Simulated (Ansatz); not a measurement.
`CSB(O)Cl` and `COB(O)Cl` differ in one atom or group.

Ansatz, PBE0-D4/def2-TZVP geometries, multiplicity 1. Each molecule was computed in one conformer, which needn't be the lowest.

```json
{"property": "LUMO energy (PBE0/def2-TZVPP) / eV", "`CSB(O)Cl`": "0.08"}
{"property": "size of the dipole moment (PBE/def2-TZVPP) / D", "`CSB(O)Cl`": "2.07"}
{"property": "HOMO–LUMO gap (ωB97M-V/def2-TZVPP) / eV", "`CSB(O)Cl`": "11.46"}
{"property": "HOMO–LUMO gap (B3LYP/def2-TZVPP) / eV", "`CSB(O)Cl`": "6.96"}
{"property": "HOMO–LUMO gap (PBE/def2-TZVPP) / eV", "`CSB(O)Cl`": "5.24"}
{"property": "LUMO energy (B3LYP/def2-TZVPP) / eV", "`CSB(O)Cl`": "-0.11"}
```

Problem. Give the same properties after the change, and the shifts. (Estimate.)

Solution. Computed: 
```json
{"property": "LUMO energy (PBE0/def2-TZVPP) / eV", "`COB(O)Cl`": "0.75", "shift": "0.67"}
{"property": "size of the dipole moment (PBE/def2-TZVPP) / D", "`COB(O)Cl`": "2.36", "shift": "0.29"}
{"property": "HOMO–LUMO gap (ωB97M-V/def2-TZVPP) / eV", "`COB(O)Cl`": "13.44", "shift": "1.98"}
{"property": "HOMO–LUMO gap (B3LYP/def2-TZVPP) / eV", "`COB(O)Cl`": "9.09", "shift": "2.13"}
{"property": "HOMO–LUMO gap (PBE/def2-TZVPP) / eV", "`COB(O)Cl`": "7.27", "shift": "2.03"}
{"property": "LUMO energy (B3LYP/def2-TZVPP) / eV", "`COB(O)Cl`": "0.38", "shift": "0.49"}
```

With PBE0 the HOMO falls by 1.65 eV and the LUMO rises by 0.67 eV, so the gap widens by about 2.32 eV. PBE moves the HOMO by -1.26 eV and ωB97M-V by -1.88 eV. Dipoles are sizes alone; their direction can turn.

B3LYP here is the variant with VWN-RPA as its local correlation; programs differ in this.
